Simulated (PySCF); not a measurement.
Correlation energy of Bi⁺ (bismuth, charge +1)

[Xe] 4f14 5d10 6s1 6p3, high-spin 5S determinant (an excited configuration). Computed with PySCF 2.14 in aug-cc-pVTZ-PP with one added diffuse shell each of d, f type with ECP60MDF (6s5p5d3f, 67 functions), with scalar relativity through the core potential. Frozen: 5s2 5p6 5d10; 4 electrons correlated.

```
  level  correlation energy (mhartree)
   CCSD                         -18.02
    (T)                          -0.19
CCSD(T)                         -18.21
```

Diagnostics: T1 = 0.0022, D1 = 0.0036, largest double amplitude 0.019.

Spin-orbit coupling is strong in this species (close to jj coupling), so the high-spin LS determinant is a model state, not a physical level.

Cost of the coupled-cluster step: about 1.6 core-seconds, for 4 correlated electrons.

Spin-orbit coupling is strong in this species, so the high-spin LS determinant is a model state.
